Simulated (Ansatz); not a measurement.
Basis-set extrapolation for C₂HAlF₂O, SMILES `F[C]1=C[O][Al]1[F]` (PBE0-D4/def2-TZVP geometry, frozen core, Ansatz). Multiplicity 1, RHF reference.

```
                      def2-TZVPP   def2-QZVPP
                 HF  -592.187799  -592.211090
    MP2 correlation    -1.100703    -1.194069
CCSD(T) correlation    -1.151883      not run
```

Energies in hartree. Use E(X) = E(∞) + A·exp(−7.88·√X) for Hartree–Fock and E(X) = E(∞) + B·X^(−2.97) for correlation, with X = 3 and 4, and add CCSD(T) minus MP2 of the smaller set to the MP2 limit.

Question: What is the CCSD(T) energy at the basis-set limit?

Answer: HF limit: -592.211090 + (-0.023291) × 0.13774 = -592.21430. MP2 limit: -1.194069 + (-0.093366) × 0.74074 = -1.26323. Higher-order term: -1.151883 − (-1.100703) = -0.05118. Total: -593.52871 hartree, 496.3 kJ/mol below CCSD(T)/def2-TZVPP.
